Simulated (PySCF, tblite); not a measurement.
Isomers of C5H6FNSi, one GFN2-xTB conformer each. Single-point energies are computed at PBE0/pcSseg-1 (PySCF, gas phase, no added dispersion term), electronic only.

Question: Rank them by PBE0/pcSseg-1 energy, lowest first (kcal/mol).
A. `[CH2:1]=[C:2](/[CH:3]=[CH:4]\[C:5]#[N:6])[SiH2:7][F:8]` with C1–C2–C3–C4 180°, C1–C2–Si7–F8 0°
B. `N#C[C@H]1C/C(=C\F)[SiH2]1`
C. `[CH2:1]=[C:2](/[CH:3]=[CH:4]/[C:5]#[N:6])[SiH2:7][F:8]` with C1–C2–C3–C4 180°, C1–C2–Si7–F8 -127°
D. `[CH2:1]=[C:2]([F:3])/[CH:4]=[CH:5]\[SiH2:6][C:7]#[N:8]` with C1–C2–C4–C5 180°, C4–C5–Si6–C7 179°
E. `[CH:1]#[C:2][SiH2:3][C@:4]([CH3:5])([F:6])[C:7]#[N:8]` with C2–Si3–C4–C5 -59°

Answer: C (0.0), A (0.5), D (30.4), B (37.8), E (57.7).

As drawn, the lowest has an Si–F bond and a C=C bond outside aromatic rings, which the highest lacks; the highest has a C≡C bond, which the lowest lacks. Neighbours under 2.5 kcal/mol apart (C=C(/C=C/C#N)[SiH2]F and C=C(/C=C\C#N)[SiH2]F) can change places with a better method, another conformer or zero-point energy. C=C(/C=C/C#N)[SiH2]F and C=C(/C=C\C#N)[SiH2]F are stereoisomers, 0.5 kcal/mol apart in the conformers taken. GFN2-xTB itself gives, in the same order: 0.0, 0.2, 49.2, 34.9, 58.3. Both levels put the same isomer lowest; measured from each level's own lowest isomer, the values differ by up to 18.8 kcal/mol (C=C(F)/C=C\[SiH2]C#N: 49.2 against 30.4).

Q: Which frontier levels, dipoles and rotational constants go with these structures?

A: 
```tsv
SMILES	HOMO (eV, PBE0/pcSseg-1)	LUMO (eV)	dipole (D)	A, B, C (MHz)
C=C(/C=C/C#N)[SiH2]F	-7.69	-2.39	5.36	2799, 941.6, 738.3
C=C(/C=C\C#N)[SiH2]F	-7.67	-2.38	4.29	2548, 1323, 880.3
C=C(F)/C=C\[SiH2]C#N	-7.60	-2.00	5.14	6037, 772.5, 690.6
N#C[C@H]1C/C(=C\F)[SiH2]1	-7.81	-0.83	4.41	3340, 990.6, 825.9
C#C[SiH2][C@](C)(F)C#N	-8.54	-0.78	3.94	2279, 1275, 1083
```

Q: What happens when harmonic zero-point energies from GFN2-xTB frequencies are added?

A: 
```
                   SMILES  ZPE (kcal/mol)  electronic (kcal/mol)  with ZPE (kcal/mol)
     C=C(/C=C/C#N)[SiH2]F            57.3                    0.0                  0.0
     C=C(/C=C\C#N)[SiH2]F            57.5                    0.5                  0.7
     C=C(F)/C=C\[SiH2]C#N            56.8                   30.4                 29.9
N#C[C@H]1C/C(=C\F)[SiH2]1            58.2                   37.8                 38.7
   C#C[SiH2][C@](C)(F)C#N            56.1                   57.7                 56.5
```

The zero-point energies span 2.1 kcal/mol. The order is unchanged.
